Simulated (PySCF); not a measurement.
A PySCF script (with the pyscf-properties extension) for the NMR shieldings of SMILES [CH3][Ge]([CH3])([CH3])[CH3], C$_{4}$H$_{12}$Ge, on a PBE0-D3(BJ)/def2-SVP geometry:

```python
import basis_set_exchange as bse
import numpy as np
from pyscf import gto, dft
from pyscf.prop import nmr

atoms = """
C    -0.268670   -1.038495   -1.635935
Ge   -0.000482    0.002609   -0.000297
C    -0.081323    1.912431   -0.423678
C    -1.403250   -0.442773    1.290757
C     1.750345   -0.424596    0.764919
H    -1.245648   -0.809645   -2.088017
H    -0.234334   -2.117225   -1.420302
H     0.513912   -0.811103   -2.375616
H     0.064676    2.519914    0.482331
H    -1.057850    2.173431   -0.859038
H     0.701302    2.182918   -1.148705
H    -2.397641   -0.210505    0.880147
H    -1.376393   -1.514336    1.540276
H    -1.273450    0.130339    2.221316
H     1.819637   -1.496946    1.002734
H     2.556081   -0.176422    0.057534
H     1.919096    0.144464    1.691754
"""
names = dict.fromkeys(["C", "Ge", "H"], "pcSseg-1")
basis = {el: gto.basis.parse(bse.get_basis(n, elements=[el], fmt="nwchem")) for el, n in names.items()}
mol = gto.M(atom=atoms, basis=basis, charge=0, verbose=0)
mf = dft.RKS(mol, xc="CAM-B3LYP")
mf.grids.level = 2
mf.grids.alignment = dft.numint.BLKSIZE   # the property module wants whole blocks of grid points
mf.conv_tol = 1e-9
mf.kernel()

calc = nmr.RKS(mf)   # GIAO
C = mf.mo_coeff
Co = C[:, mf.mo_occ > 0]
resp = mf.gen_response(singlet=True, hermi=2)
def vind(x):   # induced exchange potential for any number of trial vectors
    d = np.einsum("pi,xij,qj->xpq", C, 2 * x.reshape(-1, C.shape[1], Co.shape[1]), Co, optimize=True)
    return np.einsum("xpq,pi,qj->xij", resp(d - d.transpose(0, 2, 1)), C, Co, optimize=True).ravel()
mo1, _ = nmr.rhf.solve_mo1(calc, with_cphf=vind)
sigma = calc.kernel(mo1)
for i, s in enumerate(sigma):   # ppm
    print("%2d %-2s %9.2f" % (i, mol.atom_pure_symbol(i), np.trace(s) / 3))
```

**Question.** What are the results?

**Answer.** 
```
 0 C     183.56
 1 Ge   1314.39
 2 C     183.59
 3 C     183.58
 4 C     183.58
 5 H      31.24
 6 H      31.24
 7 H      31.24
 8 H      31.24
 9 H      31.24
10 H      31.24
11 H      31.24
12 H      31.24
13 H      31.24
14 H      31.24
15 H      31.24
16 H      31.24
```

These numbers come from an equivalent density-fitted implementation of the same equations, which agrees with the script to about 0.01 ppm for H and up to a few tenths of a ppm for heavy atoms, so last digits may differ.

Relativistic effects, spin–orbit coupling among them, are left out; they matter for Ge and for the light atoms bonded to it.

Size and cost of the density-fitted run: 169 basis functions, about 30 core-seconds.
